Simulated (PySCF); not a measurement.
CH6AlNO2. Atoms are numbered in the order given.

```xyz
11

Al     0.0762     0.2635     0.4195
O      1.3570    -0.6374     1.0823
H      1.8159    -0.4735     1.9052
O     -0.5731    -0.2351    -1.0608
C     -0.3503    -1.2515    -1.9768
H     -0.0804    -0.8380    -2.9661
H      0.4618    -1.9387    -1.6733
H     -1.2623    -1.8602    -2.1187
N     -0.6237     1.6925     1.1795
H     -0.3423     2.1062     2.0590
H     -1.3869     2.2202     0.7727
```

Geometry: PBE0-D3(BJ)/def2-SVP. The structure was generated by enumeration; whether it is a known compound was not checked. One conformer was computed; it need not be the lowest.

Method: PBE0-D3(BJ)/def2-SVP (PySCF 2.14.0).

Frequencies are harmonic and unscaled.

Computed vibrational spectrum:
```json
[
 {"mode": "1", "ν (cm⁻¹)": "62", "IR (km/mol)": "0.2", "Raman (Å⁴/amu)": "0.1", "depolarisation": "0.75", "moving atoms (share of kinetic energy)": "H 96 %"},
 {"mode": "2", "ν (cm⁻¹)": "81", "IR (km/mol)": "10.3", "Raman (Å⁴/amu)": "0.0", "depolarisation": "–", "moving atoms (share of kinetic energy)": "O 46 %, H 23 %, C 17 %, N 11 %"},
 {"mode": "3", "ν (cm⁻¹)": "90", "IR (km/mol)": "7.8", "Raman (Å⁴/amu)": "0.6", "depolarisation": "0.69", "moving atoms (share of kinetic energy)": "O 32 %, C 32 %, H 25 %"},
 {"mode": "4", "ν (cm⁻¹)": "197", "IR (km/mol)": "10.7", "Raman (Å⁴/amu)": "1.4", "depolarisation": "0.75", "moving atoms (share of kinetic energy)": "H 31 %, N 27 %, O 25 %, Al 10 %"},
 {"mode": "5", "ν (cm⁻¹)": "222", "IR (km/mol)": "39.9", "Raman (Å⁴/amu)": "0.4", "depolarisation": "0.75", "moving atoms (share of kinetic energy)": "H 95 %"},
 {"mode": "6", "ν (cm⁻¹)": "284", "IR (km/mol)": "8.3", "Raman (Å⁴/amu)": "0.7", "depolarisation": "0.55", "moving atoms (share of kinetic energy)": "O 57 %, Al 15 %, H 13 %, N 10 %"},
 {"mode": "7", "ν (cm⁻¹)": "285", "IR (km/mol)": "58.5", "Raman (Å⁴/amu)": "0.3", "depolarisation": "0.75", "moving atoms (share of kinetic energy)": "Al 63 %, O 25 %"},
 {"mode": "8", "ν (cm⁻¹)": "332", "IR (km/mol)": "117.5", "Raman (Å⁴/amu)": "0.7", "depolarisation": "0.75", "moving atoms (share of kinetic energy)": "H 91 %"},
 {"mode": "9", "ν (cm⁻¹)": "363", "IR (km/mol)": "152.6", "Raman (Å⁴/amu)": "0.3", "depolarisation": "0.75", "moving atoms (share of kinetic energy)": "H 83 %, N 16 %"},
 {"mode": "10", "ν (cm⁻¹)": "515", "IR (km/mol)": "191.9", "Raman (Å⁴/amu)": "2.0", "depolarisation": "0.43", "moving atoms (share of kinetic energy)": "H 79 %, O 17 %"},
 {"mode": "11", "ν (cm⁻¹)": "630", "IR (km/mol)": "6.1", "Raman (Å⁴/amu)": "8.3", "depolarisation": "0.09", "moving atoms (share of kinetic energy)": "O 32 %, H 28 %, N 19 %, C 16 %"},
 {"mode": "12", "ν (cm⁻¹)": "659", "IR (km/mol)": "32.1", "Raman (Å⁴/amu)": "5.8", "depolarisation": "0.06", "moving atoms (share of kinetic energy)": "H 52 %, O 24 %, N 23 %"},
 {"mode": "13", "ν (cm⁻¹)": "873", "IR (km/mol)": "149.8", "Raman (Å⁴/amu)": "1.8", "depolarisation": "0.59", "moving atoms (share of kinetic energy)": "Al 48 %, N 22 %, H 12 %, O 10 %"},
 {"mode": "14", "ν (cm⁻¹)": "934", "IR (km/mol)": "156.0", "Raman (Å⁴/amu)": "2.1", "depolarisation": "0.68", "moving atoms (share of kinetic energy)": "Al 49 %, O 30 %, N 12 %"},
 {"mode": "15", "ν (cm⁻¹)": "1191", "IR (km/mol)": "23.3", "Raman (Å⁴/amu)": "2.9", "depolarisation": "0.72", "moving atoms (share of kinetic energy)": "H 71 %, C 21 %"},
 {"mode": "16", "ν (cm⁻¹)": "1193", "IR (km/mol)": "0.3", "Raman (Å⁴/amu)": "1.3", "depolarisation": "0.75", "moving atoms (share of kinetic energy)": "H 76 %, C 19 %"},
 {"mode": "17", "ν (cm⁻¹)": "1277", "IR (km/mol)": "360.7", "Raman (Å⁴/amu)": "1.4", "depolarisation": "0.15", "moving atoms (share of kinetic energy)": "O 57 %, C 33 %"},
 {"mode": "18", "ν (cm⁻¹)": "1477", "IR (km/mol)": "1.3", "Raman (Å⁴/amu)": "20.1", "depolarisation": "0.75", "moving atoms (share of kinetic energy)": "H 97 %"},
 {"mode": "19", "ν (cm⁻¹)": "1480", "IR (km/mol)": "2.5", "Raman (Å⁴/amu)": "24.6", "depolarisation": "0.73", "moving atoms (share of kinetic energy)": "H 97 %"},
 {"mode": "20", "ν (cm⁻¹)": "1486", "IR (km/mol)": "16.5", "Raman (Å⁴/amu)": "10.0", "depolarisation": "0.63", "moving atoms (share of kinetic energy)": "H 87 %, C 11 %"},
 {"mode": "21", "ν (cm⁻¹)": "1525", "IR (km/mol)": "53.1", "Raman (Å⁴/amu)": "4.4", "depolarisation": "0.72", "moving atoms (share of kinetic energy)": "H 89 %, N 11 %"},
 {"mode": "22", "ν (cm⁻¹)": "2999", "IR (km/mol)": "105.5", "Raman (Å⁴/amu)": "159.5", "depolarisation": "0.00", "moving atoms (share of kinetic energy)": "H 97 %"},
 {"mode": "23", "ν (cm⁻¹)": "3080", "IR (km/mol)": "48.5", "Raman (Å⁴/amu)": "87.1", "depolarisation": "0.69", "moving atoms (share of kinetic energy)": "H 90 %, C 10 %"},
 {"mode": "24", "ν (cm⁻¹)": "3080", "IR (km/mol)": "50.2", "Raman (Å⁴/amu)": "117.6", "depolarisation": "0.75", "moving atoms (share of kinetic energy)": "H 90 %, C 10 %"},
 {"mode": "25", "ν (cm⁻¹)": "3633", "IR (km/mol)": "31.1", "Raman (Å⁴/amu)": "126.6", "depolarisation": "0.11", "moving atoms (share of kinetic energy)": "H 96 %"},
 {"mode": "26", "ν (cm⁻¹)": "3727", "IR (km/mol)": "32.6", "Raman (Å⁴/amu)": "79.8", "depolarisation": "0.74", "moving atoms (share of kinetic energy)": "H 91 %, N 9 %"},
 {"mode": "27", "ν (cm⁻¹)": "4010", "IR (km/mol)": "91.9", "Raman (Å⁴/amu)": "109.2", "depolarisation": "0.28", "moving atoms (share of kinetic energy)": "H 94 %"}
]
```
